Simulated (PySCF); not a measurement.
CoF3: Co(III) (d6), charge 0. The structure is a PBE0-D3(BJ)/def2-TZVP geometry optimised for multiplicity 5; coordination trigonal planar, point group D3h, metal–donor distances 1.72 Å.

```
4

Co    0.0000    0.0000    0.0000
F     1.7188    0.0000    0.0000
F    -0.8594    1.4886    0.0000
F    -0.8594   -1.4886    0.0000
```

Method (PySCF 2.14, density fitting): CASSCF(6,5) with orbitals averaged over all microstates of the shell, strongly contracted NEVPT2 on the averaged canonical orbitals; basis x2c-TZVPall on the metal, x2c-SVPall elsewhere; spin-free X2C; gas phase; spin-orbit coupling by state interaction with the mean-field operator over all roots.

Problem. Which term lies lowest, and with what spin?

Solution. 5A1' (S = 2, orbital degeneracy 1), orbital occupations from the lowest 2.0 1.0 1.0 1.0 1.0, by NEVPT2.

Problem. Where do the spin-allowed transitions within the shell lie?

Solution. By NEVPT2: 5E'' at 3433 cm⁻¹; 5E' at 19083 cm⁻¹ (524 nm). The strongest, at 19083 cm⁻¹, has f = 1.1e-03.

Problem. Which is the lowest state of another spin?

Solution. 3E' at 17055 cm⁻¹ by NEVPT2; CASSCF alone puts it at 20915 cm⁻¹ above the same ground state.

Problem. What ligand-field parameters describe the result?

Solution. At CASSCF level (the NEVPT2 levels don't fit a ligand-field model well): orbital energies 0, 1460, 1460, 14303, 14303 cm⁻¹; B = 1178 cm⁻¹; C = 4430 cm⁻¹; B over its free-ion value at the same level 0.865; rms of the fit 297 cm⁻¹; ζ = 530 cm⁻¹ (free ion 587).

Problem. What magnetic behaviour follows?

Solution. The ground multiplet follows a spin Hamiltonian with S = 2, g = 1.996, 2.201, 2.201, D = 16.24 cm⁻¹, E/|D| = 0.00 (spin-orbit part alone); the lowest levels hold 98 % of the spin-free ground state. μeff is 5.30 μB at 300 K and 4.47 μB at 10 K; the spin-only value is 4.90 μB.

No frequencies were computed for the optimised geometry. NEVPT2 lifts 5E' from 13898 to 19083 cm⁻¹; on the d shell alone such lifts tend to overshoot. NEVPT2 on the d shell alone tends to put d–d bands too high for such charged or covalently bound ions. Gaps between spin states lean to high spin in this active space.

The job took 6.5 s on one thread of Intel Xeon 6975P-C (shared host), with 90 basis functions, launched as `OMP_NUM_THREADS=1 python lf_run.py task.json out`.
